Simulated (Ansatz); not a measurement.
The first iterations of a band of BClFH + H2S (7 atoms, charge 0, multiplicity 1).

All numbers below come from RKS BHLYP-D4/def2-SVP in Ansatz.

```json
{
  "movable images": "5",
  "climbing image": "yes",
  "spring": "5.0 eV/Å²",
  "optimiser": "quadratic models (default)",
  "start path": "through a guess of the saddle point",
  "force threshold": "0.03 eV/Å",
  "iteration limit": "60",
  "end points": "relaxed"
}
```

Initial state:

```xyz
7
Properties=species:S:1:pos:R:3
B 0.053 0.404 -0.095
H 0.444 0.881 0.922
F 0.892 -0.011 -1.007
Cl -1.659 0.428 -0.496
S 0.028 -2.356 1.203
H -0.183 -2.870 -0.016
H -1.281 -2.227 1.456
```

Final state:

```xyz
7
Properties=species:S:1:pos:R:3
B 0.107 -0.705 -0.602
H -0.713 0.362 2.223
F 1.139 0.101 -0.612
Cl -1.468 -0.047 -1.004
S 0.392 -2.429 -0.185
H -0.883 -2.822 -0.297
H -0.280 -0.212 2.444
```

| iteration | highest image above the first end (eV) | largest band force component (eV/Å) |
| --- | --- | --- |
| 1 | 4.366 | 12.725 |
| 2 | 2.576 | 4.539 |
| 3 | 1.851 | 2.761 |
| 4 | 1.624 | 1.842 |
| 5 | 1.255 | 1.172 |
| 6 | 0.882 | 1.857 |
| 7 | 0.832 | 0.612 |
| 8 | 0.835 | 1.354 |
| 9 | 0.912 | 0.593 |
| 10 | 1.871 | 9.099 |
| 11 | 0.978 | 3.551 |

Q: Does the band converge within its limit, and where does its top end?

A: The run converged. It ended after 35 iterations with the highest image 1.461 eV above the first end. Neighbouring images differ by up to 1.5 eV, so the band resolves the path poorly. A vibrational analysis at the climbing image gives one clearly imaginary mode, 1194i cm⁻¹: a first-order saddle point. The orbitals stay closed-shell, which can raise the energy where a bond breaks towards radicals; this wasn't checked here.

Time of the run: 8.1 min on 1 thread of Arm Neoverse V1 (shared host), peak memory 0.15 GiB.
